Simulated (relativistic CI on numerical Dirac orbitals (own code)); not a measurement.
**Cubic crystal-field splitting of Lu⁴⁺ by operator equivalents**

Problem. Lu⁴⁺ (4f13) sits in a cubic field with the Wybourne parameters B⁴₀ = -3410 and B⁶₀ = 1060 cm⁻¹. Find the levels of its ground J multiplet, neglecting the mixing with the other J.

Working.
1. One f hole has the ground level ²F7/2 with g_J = 8/7 and the Stevens factors β = −2/1155 and γ = 4/27027.
2. Stevens form: B₄ = β B⁴₀/8 = 0.7381 and B₆ = γ B⁶₀/16 = 0.00981 cm⁻¹, in H = B₄(O₄⁰ + 5O₄⁴) + B₆(O₆⁰ − 21O₆⁴).
3. For J = 7/2 the eigenvalues are E(Γ6) = 840B₄ − 25200B₆ = 372.9, E(Γ7) = −1080B₄ − 15120B₆ = -945.4 and E(Γ8) = 120B₄ + 20160B₆ = 286.2 cm⁻¹.
4. Order and energies above the lowest: Γ7 0.0, Γ8 1231.6, Γ6 1318.3 cm⁻¹. A Γ7 ground doublet has the isotropic |g| = 3.429.

Check. Diagonalising spin-orbit coupling (free-ion gap 11642 cm⁻¹, from a Dirac-Coulomb-Breit calculation) and field together in all 14 states gives Γ7 0.0, Γ8 1318.6, Γ6 1405.7 cm⁻¹, with |g| = 3.506. The other multiplet starts at 12113 cm⁻¹; the differences from the hand values come from J mixing and grow with the ratio of the field to that gap.
